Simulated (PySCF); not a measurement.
# `F[Si](F)(F)[Si@@H](P)C[SiH3]`: 4 charge schemes on one density

CH₈F₃PSi₃.
Geometry (GFN2-xTB, Å), atoms numbered from 1 in this order:
```
atom  x, y, z in Å
F1     2.6086   -0.9767   -0.6891
Si2    1.8329   -0.7008    0.6752
F3     1.5301   -2.1763    1.1860
F4     3.0251   -0.2513    1.6307
Si5    0.0567    0.7372    0.5701
P6     0.5850    2.9000    0.2107
C7    -1.1210    0.2058   -0.8279
Si8   -1.9637   -1.4933   -0.6170
H9    -0.6455    0.7146    1.8690
H10    1.5729    2.9607    1.1822
H11    1.5125    2.6416   -0.7891
H12   -1.8904    0.9716   -0.9324
H13   -0.5757    0.2049   -1.7739
H14   -2.8652   -1.7093   -1.7520
H15   -0.9396   -2.5366   -0.5833
H16   -2.7304   -1.4831    0.6295
```

Density: PBE0/pcSseg-1 (PySCF); schemes: Mulliken, IAO, Hirshfeld and ESP-fitted. The structure is a single GFN2-xTB conformer in the gas phase; no vibrational or solvent corrections.

Problem. Do the Mulliken, IAO, Hirshfeld and ESP-fitted schemes agree on where the charge is lowest?

Solution. All schemes agree: Mulliken C7 (-0.850); IAO C7 (-0.805); Hirshfeld C7 (-0.242); ESP-fitted C7 (-0.418).

Problem. For which atoms does the sign change between the 4 schemes (beyond +0.03 e in one, beyond −0.03 e in another)?

Solution. For none.

Problem. Give the atomic charges in each scheme.

Solution. In e:

```tsv
atom	environment	Mulliken	IAO	Hirshfeld	ESP-fitted
F1	silicon-bound fluorine	-0.405	-0.523	-0.202	-0.257
Si2	fluorine-bound silicon	+1.313	+1.529	+0.481	+0.671
F3	silicon-bound fluorine	-0.400	-0.521	-0.197	-0.253
F4	silicon-bound fluorine	-0.403	-0.523	-0.203	-0.271
Si5	SiH silicon	+0.070	+0.376	+0.235	+0.200
P6	three-coordinate phosphorus	-0.167	-0.063	+0.006	-0.308
C7	sp3 carbon bound to silicon	-0.850	-0.805	-0.242	-0.418
Si8	SiH3 silicon	+0.500	+0.607	+0.320	+0.329
H9	Si–H hydrogen	+0.025	-0.083	-0.065	-0.016
H10	P–H hydrogen	+0.074	+0.005	-0.002	+0.128
H11	P–H hydrogen	+0.067	+0.001	-0.004	+0.117
H12	methylene hydrogen	+0.190	+0.171	+0.047	+0.161
H13	methylene hydrogen	+0.186	+0.167	+0.045	+0.145
H14	Si–H hydrogen	-0.072	-0.110	-0.073	-0.082
H15	Si–H hydrogen	-0.058	-0.111	-0.071	-0.065
H16	Si–H hydrogen	-0.071	-0.116	-0.074	-0.083
```

Mean size of the charges over all atoms: IAO 0.357 e, Mulliken 0.303 e, ESP-fitted 0.219 e, Hirshfeld 0.142 e. Each set sums to the total charge, 0, to within 0.001 e. The Hirshfeld scheme divides the density at each point in proportion to the densities of the neutral, spherically averaged free atoms.

Problem. Sum the charges by element, for elements with more than one atom.

Solution. 
```json
{"element": "F", "atoms": "3", "Mulliken": "-1.208", "IAO": "-1.567", "Hirshfeld": "-0.602", "ESP-fitted": "-0.780"}
{"element": "Si", "atoms": "3", "Mulliken": "+1.883", "IAO": "+2.511", "Hirshfeld": "+1.036", "ESP-fitted": "+1.201"}
{"element": "H", "atoms": "8", "Mulliken": "+0.342", "IAO": "-0.076", "Hirshfeld": "-0.198", "ESP-fitted": "+0.305"}
```

Problem. How many electrons does the IAO scheme count on Si2?

Solution. Z − q = 14 − (+1.529) = 12.471.

Problem. How closely do the schemes follow one another over all atoms?

Solution. Correlation coefficient and root-mean-square difference: Mulliken with IAO 0.98, 0.121 e; IAO with Hirshfeld 0.97, 0.342 e; Mulliken with ESP-fitted 0.95, 0.214 e; IAO with ESP-fitted 0.94, 0.285 e; Mulliken with Hirshfeld 0.92, 0.289 e; Hirshfeld with ESP-fitted 0.92, 0.121 e.
